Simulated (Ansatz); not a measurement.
## Nudged elastic band run: C₄H₁₀AlN

The input (input.yaml):

```yaml
crystal:
  periodic: [false, false, false]
  atoms:
    - { symbol: "N", position_ang: [0.520847, -1.156617, 1.139768] }
    - { symbol: C, position_ang: [0.194911, -0.041073, 0.163994] }
    - { symbol: Al, position_ang: [1.893031, 0.33032, 1.085025] }
    - { symbol: C, position_ang: [-0.101982, -0.395184, -1.293696] }
    - { symbol: C, position_ang: [-1.113516, 0.771427, -1.282993] }
    - { symbol: C, position_ang: [-1.167735, 0.647257, 0.255126] }
    - { symbol: H, position_ang: [0.659064, -2.05704, 0.688194] }
    - { symbol: H, position_ang: [-0.168137, -1.25665, 1.881009] }
    - { symbol: H, position_ang: [1.843854, 1.190095, 2.430019] }
    - { symbol: H, position_ang: [3.244147, -0.179782, 0.403063] }
    - { symbol: H, position_ang: [0.715718, -0.372655, -2.020842] }
    - { symbol: H, position_ang: [-0.630313, -1.358124, -1.381816] }
    - { symbol: H, position_ang: [-0.642867, 1.709259, -1.590531] }
    - { symbol: H, position_ang: [-2.046824, 0.641135, -1.837271] }
    - { symbol: H, position_ang: [-1.260678, 1.560306, 0.85147] }
    - { symbol: H, position_ang: [-1.962424, -0.055275, 0.55368] }
basis:
  gaussian: { orbitals: "6-31G*" }
hamiltonian:
  xc: pbe0
  dispersion: d4
neb:
  order_check: false
  images: 7
  f_tol: 0.05
  max_iterations: 30
  final_atoms:
    - { symbol: "N", position_ang: [0.52130083, -1.15700409, 1.14084566] }
    - { symbol: C, position_ang: [0.19731611, -0.04678826, 0.15838182] }
    - { symbol: Al, position_ang: [1.88728719, 0.33561087, 1.08955792] }
    - { symbol: C, position_ang: [-0.10814858, -0.40275543, -1.29645312] }
    - { symbol: C, position_ang: [-1.11033853, 0.77204426, -1.28433804] }
    - { symbol: C, position_ang: [-1.16087698, 0.64933134, 0.25427114] }
    - { symbol: H, position_ang: [0.68259335, -2.05445603, 0.69068707] }
    - { symbol: H, position_ang: [-0.17873089, -1.26882566, 1.87015508] }
    - { symbol: H, position_ang: [3.24689537, -0.1808725, 0.42904325] }
    - { symbol: H, position_ang: [1.82352833, 1.21204599, 2.42320604] }
    - { symbol: H, position_ang: [0.70656927, -0.38865489, -2.02714377] }
    - { symbol: H, position_ang: [-0.64504514, -1.36129394, -1.38006222] }
    - { symbol: H, position_ang: [-0.63333271, 1.70595237, -1.5940334] }
    - { symbol: H, position_ang: [-2.04625576, 0.64839204, -1.83573567] }
    - { symbol: H, position_ang: [-1.24675794, 1.56320615, 0.8503852] }
    - { symbol: H, position_ang: [-1.95890791, -0.04853322, 0.55543205] }
  initial_path:
    images:
      - { positions_ang: [[0.520847, -1.156617, 1.139768], [0.194911, -0.041073, 0.163994], [1.893031, 0.33032, 1.085025], [-0.101982, -0.395184, -1.293696], [-1.113516, 0.771427, -1.282993], [-1.167735, 0.647257, 0.255126], [0.659064, -2.05704, 0.688194], [-0.168137, -1.25665, 1.881009], [1.843854, 1.190095, 2.430019], [3.244147, -0.179782, 0.403063], [0.715718, -0.372655, -2.020842], [-0.630313, -1.358124, -1.381816], [-0.642867, 1.709259, -1.590531], [-2.046824, 0.641135, -1.837271], [-1.260678, 1.560306, 0.85147], [-1.962424, -0.055275, 0.55368]] }
      - { positions_ang: [[0.34106561, -1.21742969, 1.16420497], [0.18632447, -0.08383115, 0.22317866], [1.89905841, 0.38004525, 1.06019121], [-0.04545733, -0.41649883, -1.24625732], [-1.1000712, 0.71364304, -1.26791603], [-1.11162704, 0.69981484, 0.26218425], [0.61183996, -2.07418264, 0.78534008], [-0.40981219, -1.36736997, 1.63433996], [2.1512537, 0.77915337, 2.23627453], [3.00230168, 0.38438624, 0.5026088], [0.77151375, -0.327189, -1.93133087], [-0.54471294, -1.39501516, -1.36817978], [-0.68805005, 1.64338638, -1.65638025], [-2.05197881, 0.50840662, -1.74243673], [-1.09652915, 1.63717704, 0.75878377], [-1.93802287, 0.11290265, 0.62959376]] }
      - { positions_ang: [[0.16128421, -1.27824237, 1.18864194], [0.17773794, -0.1265893, 0.28236331], [1.90508582, 0.42977051, 1.03535742], [0.01106735, -0.43781366, -1.19881865], [-1.08662641, 0.65585908, -1.25283905], [-1.05551908, 0.75237267, 0.26924251], [0.56461593, -2.09132529, 0.88248615], [-0.65148737, -1.47808994, 1.38767092], [2.4586534, 0.36821175, 2.04253006], [2.76045636, 0.94855447, 0.60215461], [0.8273095, -0.28172299, -1.84181975], [-0.45911288, -1.43190631, -1.35454356], [-0.73323311, 1.57751377, -1.7222295], [-2.05713362, 0.37567823, -1.64760246], [-0.93238031, 1.71404808, 0.66609754], [-1.91362174, 0.28108031, 0.70550752]] }
      - { positions_ang: [[-0.01849718, -1.33905506, 1.21307891], [0.16915141, -0.16934746, 0.34154797], [1.91111324, 0.47949576, 1.01052362], [0.06759202, -0.45912849, -1.15137997], [-1.07318161, 0.59807512, -1.23776208], [-0.99941113, 0.80493051, 0.27630076], [0.51739189, -2.10846793, 0.97963223], [-0.89316256, -1.5888099, 1.14100187], [2.76605309, -0.04272988, 1.84878559], [2.51861104, 1.51272271, 0.70170041], [0.88310526, -0.23625699, -1.75230862], [-0.37351282, -1.46879747, -1.34090734], [-0.77841616, 1.51164115, -1.78807875], [-2.06228843, 0.24294985, -1.5527682], [-0.76823146, 1.79091911, 0.57341131], [-1.88922061, 0.44925796, 0.78142128]] }
      - { positions_ang: [[-0.19827857, -1.39986774, 1.23751588], [0.16056488, -0.21210561, 0.40073263], [1.91714065, 0.52922102, 0.98568983], [0.1241167, -0.48044332, -1.1039413], [-1.05973681, 0.54029116, -1.2226851], [-0.94330317, 0.85748834, 0.28335902], [0.47016786, -2.12561058, 1.0767783], [-1.13483774, -1.69952987, 0.89433283], [3.07345279, -0.45367151, 1.65504112], [2.27676572, 2.07689094, 0.80124622], [0.93890101, -0.19079098, -1.6627975], [-0.28791276, -1.50568862, -1.32727112], [-0.82359922, 1.44576853, -1.853928], [-2.06744324, 0.11022147, -1.45793393], [-0.60408261, 1.86779015, 0.48072508], [-1.86481948, 0.61743562, 0.85733504]] }
      - { positions_ang: [[-0.01838372, -1.33915183, 1.21334833], [0.16975269, -0.17077627, 0.34014492], [1.90967728, 0.48081848, 1.01165685], [0.06605038, -0.46102135, -1.15206925], [-1.07238724, 0.59822943, -1.23809834], [-0.99769662, 0.80544909, 0.27608705], [0.52327423, -2.10782194, 0.9802555], [-0.89581103, -1.59185382, 1.13828839], [3.11681344, -0.38547175, 1.34854165], [2.16345637, 1.8606797, 1.20673617], [0.88081807, -0.24025696, -1.75388407], [-0.37719585, -1.46958995, -1.34046889], [-0.77603259, 1.51081449, -1.78895435], [-2.06214637, 0.24476411, -1.55238436], [-0.76475144, 1.79164415, 0.57314011], [-1.88834159, 0.45094341, 0.78185929]] }
      - { positions_ang: [[0.16151113, -1.27843592, 1.18918077], [0.17894049, -0.12944694, 0.27955722], [1.90221392, 0.43241595, 1.03762388], [0.00798406, -0.44159938, -1.20019721], [-1.08503767, 0.65616771, -1.25351157], [-1.05209008, 0.75340984, 0.26881508], [0.5763806, -2.0900333, 0.88373269], [-0.65678432, -1.48417776, 1.38224396], [3.16017408, -0.317272, 1.04204218], [2.05014702, 1.64446846, 1.61222613], [0.82273514, -0.28972294, -1.84497063], [-0.46647895, -1.43349128, -1.35366667], [-0.72846596, 1.57586045, -1.7239807], [-2.0568495, 0.37930676, -1.6468348], [-0.92542028, 1.71549815, 0.66555514], [-1.91186369, 0.2844512, 0.70638354]] }
      - { positions_ang: [[0.34140598, -1.21772, 1.16501321], [0.1881283, -0.0881176, 0.21896952], [1.89475055, 0.38401341, 1.0635909], [-0.05008226, -0.4221774, -1.24832516], [-1.0976881, 0.71410599, -1.26892481], [-1.10648353, 0.70137059, 0.26154311], [0.62948698, -2.07224466, 0.78720988], [-0.41775761, -1.37650171, 1.62619952], [3.20353472, -0.24907225, 0.73554272], [1.93683767, 1.42825722, 2.01771608], [0.76465221, -0.33918892, -1.9360572], [-0.55576205, -1.39739261, -1.36686445], [-0.68089934, 1.64090641, -1.65900705], [-2.05155263, 0.5138494, -1.74128523], [-1.08608911, 1.63935215, 0.75797017], [-1.9353858, 0.11795899, 0.63090779]] }
      - { positions_ang: [[0.52130083, -1.15700409, 1.14084566], [0.19731611, -0.04678826, 0.15838182], [1.88728719, 0.33561087, 1.08955792], [-0.10814858, -0.40275543, -1.29645312], [-1.11033853, 0.77204426, -1.28433804], [-1.16087698, 0.64933134, 0.25427114], [0.68259335, -2.05445603, 0.69068707], [-0.17873089, -1.26882566, 1.87015508], [3.24689537, -0.1808725, 0.42904325], [1.82352833, 1.21204599, 2.42320604], [0.70656927, -0.38865489, -2.02714377], [-0.64504514, -1.36129394, -1.38006222], [-0.63333271, 1.70595237, -1.5940334], [-2.04625576, 0.64839204, -1.83573567], [-1.24675794, 1.56320615, 0.8503852], [-1.95890791, -0.04853322, 0.55543205]] }
```

Launched with:

```bash
$ ansatz run input.yaml --threads 2 --pin off --max-ram 3072MiB --backend cpu --events-out ev --progress --plain --runs-dir out
```

Output, in part (warnings, iteration lines, the closing report on the highest movable image, with atoms numbered from 0):

```
NEB end point (image 0): max|allowed force component| = 8.973e-3 eV/Å (the criterion of neb.relax_end_points is 1.000e-2)
NEB end point (image 8): max|allowed force component| = 8.750e-3 eV/Å (the criterion of neb.relax_end_points is 1.000e-2)
NEB iter   1: max|band force component| = 2.143e1 eV/Å  barrier→ = 8.8447 eV  barrier← = 8.8445 eV  Δτ_max = 0.2000 Å  (233 SCF iters)
NEB iter   2: max|band force component| = 8.385e0 eV/Å  barrier→ = 3.6467 eV  barrier← = 3.6466 eV  Δτ_max = 0.2000 Å  (194 SCF iters)
NEB iter   3: max|band force component| = 3.562e0 eV/Å  barrier→ = 1.7151 eV  barrier← = 1.7150 eV  Δτ_max = 0.2000 Å  (196 SCF iters)
NEB iter   4: max|band force component| = 1.289e0 eV/Å  barrier→ = 0.9021 eV  barrier← = 0.9020 eV  Δτ_max = 0.2000 Å  (192 SCF iters)
NEB iter   5: max|band force component| = 8.266e-1 eV/Å  barrier→ = 0.7364 eV  barrier← = 0.7362 eV  Δτ_max = 0.2000 Å  (188 SCF iters)
NEB iter   6: max|band force component| = 5.600e-1 eV/Å  barrier→ = 0.6794 eV  barrier← = 0.6793 eV  Δτ_max = 0.1781 Å  (188 SCF iters)
NEB iter   7: max|band force component| = 3.259e-1 eV/Å  barrier→ = 0.6341 eV  barrier← = 0.6339 eV  CI = image 3  Δτ_max = 0.2000 Å  (193 SCF iters)
NEB iter   8: max|band force component| = 3.023e-1 eV/Å  barrier→ = 0.6314 eV  barrier← = 0.6313 eV  CI = image 3  Δτ_max = 0.2000 Å  (194 SCF iters)
NEB iter   9: max|band force component| = 2.697e-1 eV/Å  barrier→ = 0.6129 eV  barrier← = 0.6128 eV  CI = image 3  Δτ_max = 0.2000 Å  (192 SCF iters)
NEB iter  10: max|band force component| = 2.715e-1 eV/Å  barrier→ = 0.5956 eV  barrier← = 0.5955 eV  CI = image 3  Δτ_max = 0.0997 Å  (185 SCF iters)
NEB iter  11: max|band force component| = 5.222e-1 eV/Å  barrier→ = 0.5926 eV  barrier← = 0.5925 eV  CI = image 3  Δτ_max = 0.0501 Å  (187 SCF iters)
NEB iter  12: max|band force component| = 2.528e-1 eV/Å  barrier→ = 0.5923 eV  barrier← = 0.5922 eV  CI = image 3  Δτ_max = 0.0501 Å  (181 SCF iters)
NEB iter  13: max|band force component| = 1.279e-1 eV/Å  barrier→ = 0.5921 eV  barrier← = 0.5920 eV  CI = image 3  Δτ_max = 0.0501 Å  (179 SCF iters)
NEB iter  14: max|band force component| = 5.788e-2 eV/Å  barrier→ = 0.5920 eV  barrier← = 0.5919 eV  CI = image 3  Δτ_max = 0.0142 Å  (170 SCF iters)
NEB iter  15: max|band force component| = 2.186e-2 eV/Å  barrier→ = 0.5919 eV  barrier← = 0.5918 eV  CI = image 3  Δτ_max = 0.0000 Å  (342 SCF iters)
Total energy: -12386.19378923 eV, -455.1842260906 hartree
Atom 0 at     0.048745    -1.535547     1.230083 Å, force     0.000467     0.002325     0.006062 eV/Å
Atom 1 at     0.186289    -0.401040     0.335421 Å, force     0.001597     0.005155    -0.004515 eV/Å
Atom 2 at     1.793597     0.658788     0.814722 Å, force    -0.007439    -0.000717     0.004222 eV/Å
Atom 3 at    -0.117077    -0.520332    -1.185439 Å, force    -0.007331    -0.002415     0.003397 eV/Å
Atom 4 at    -0.817037     0.847883    -1.109372 Å, force     0.002040     0.003277    -0.005403 eV/Å
Atom 5 at    -0.986011     0.620166     0.404934 Å, force     0.004793    -0.002255     0.002181 eV/Å
Atom 6 at     0.745030    -2.247859     1.027741 Å, force     0.006620    -0.001440    -0.003124 eV/Å
Atom 7 at    -0.859393    -1.982383     1.090418 Å, force    -0.006215    -0.001337     0.000293 eV/Å
Atom 8 at     2.047511     1.063650     2.335807 Å, force    -0.000714    -0.001796    -0.000625 eV/Å
Atom 9 at     2.787267     1.202648    -0.319168 Å, force     0.002303    -0.000203    -0.002077 eV/Å
Atom 10 at     0.710574    -0.645057    -1.893109 Å, force     0.002546     0.000306    -0.001258 eV/Å
Atom 11 at    -0.851541    -1.321157    -1.359865 Å, force     0.001821     0.000871    -0.001715 eV/Å
Atom 12 at    -0.123009     1.669712    -1.326487 Å, force    -0.001566    -0.002235     0.001231 eV/Å
Atom 13 at    -1.720594     0.999084    -1.706109 Å, force    -0.000151    -0.000592     0.000078 eV/Å
Atom 14 at    -0.940553     1.479983     1.088615 Å, force     0.001239     0.002578     0.000316 eV/Å
Atom 15 at    -1.926702     0.088860     0.616009 Å, force    -0.000009    -0.001523     0.000938 eV/Å
Dipole moment:    -0.158806    -0.230795    -0.261111 e Å
```

It converged. A vibrational analysis at the climbing image gives one clearly imaginary mode, 121i cm⁻¹: a first-order saddle point.

Final band (atoms are numbered from 1 in the order of the input):

| image | path coordinate (Å) | energy (eV) | dihedral C4–C2–Al3–H9 (°) |
| --- | --- | --- | --- |
| 0 | 0.00 | 0.00 | 157 |
| 1 | 0.92 | 0.18 | 150 |
| 2 | 1.84 | 0.54 | 155 |
| 3 | 2.77 | 0.59 | 169 |
| 4 | 3.89 | 0.57 | -156 |
| 5 | 5.01 | 0.53 | -119 |
| 6 | 6.14 | 0.42 | -90 |
| 7 | 7.26 | 0.09 | -50 |
| 8 | 8.39 | 0.00 | -21 |

Run time: 8.8 min on 2 threads of Intel(R) Xeon(R) Platinum 8259CL CPU @ 2.50GHz (Skylake/Cascade Lake), on a shared host, peak memory 0.33 GiB.
